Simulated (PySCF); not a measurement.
# Assignment exercise: C7H8ClP

Atom-mapped SMILES (the numbers label the heavy atoms): `[CH3:1][c:2]1[cH:3][cH:4][c:5]([Cl:6])[c:7]([CH3:8])[p:9]1`. Hydrogens are named by the atom that carries them.

How the numbers were obtained: shielding tensors at PBE0/pcSseg-1 (GIAO), geometry from GFN2-xTB, in PySCF 2.14 (equivalent nuclei averaged, non-relativistic, single conformer, no solvent).

Chemical shifts δ = σref − σ; ¹³C (σref 186.93), ¹H (σref 31.72) against TMS, all at this level.

(1) Assign these signals to the numbered atoms. ¹³C{¹H} NMR (computed): δ 179.6 (C), 175.6 (C), 147.5 (C), 139.6 (CH), 137.5 (CH), 27.6 (CH3), 26.2 (CH3).

(2) Assign these signals to the numbered atoms. ¹H NMR (600 MHz, computed): δ 7.89 (m, 1H), 7.75 (m, 1H), 2.80 (m, 3H), 2.80 (m, 3H).

## Answers

(1) 
```tsv
δ (ppm)	atoms	environment	reason
179.6	C2	substituted aromatic carbon	–
175.6	C7	substituted aromatic carbon	–
147.5	C5	aromatic carbon bearing chlorine	–
139.6	C3	aromatic CH	the aromatic region
137.5	C4	aromatic CH	–
27.6	C8	methyl carbon on an aromatic ring	aliphatic region, no heteroatom directly attached
26.2	C1	methyl carbon on an aromatic ring	–
```

C8 and C1 lie closer than the usual error of such a calculation, so a measured spectrum could show them in the other order.

(2) 
| δ (ppm) | atoms | environment | reason |
| --- | --- | --- | --- |
| 7.89 | H(C3) | hydrogen on an aromatic CH | it sits in the deshielding region of the aromatic ring current |
| 7.75 | H(C4) | hydrogen on an aromatic CH | – |
| 2.80 | H(C8) | hydrogen on a methyl carbon on an aromatic ring | benzylic-type position, deshielded by the ring |
| 2.80 | H(C1) | hydrogen on a methyl carbon on an aromatic ring | – |

H(C8) and H(C1) lie closer than the usual error of such a calculation, so a measured spectrum could show them in the other order.

Carbons that carry Cl, above all several Cl atoms, come out too deshielded, partly because spin–orbit coupling is missing. Splittings by ³¹P in the carbon and heteronuclear signals aren't shown, as no couplings were computed. Shifts are as computed. Against solution values, carbons near 30 ppm lie about +3 ppm off and those near 130 ppm about +5 ppm; carbons on Cl a further +6 ppm. Of 1211 compounds with measured shifts, 218 miss one by over three times the rms of a fit or turn the order of signals round; such compounds aren't used in these exercises. Multiplicities follow the n + 1 count of equivalent neighbours, as no J values were calculated; m marks all less simple cases, F and P coupling included.
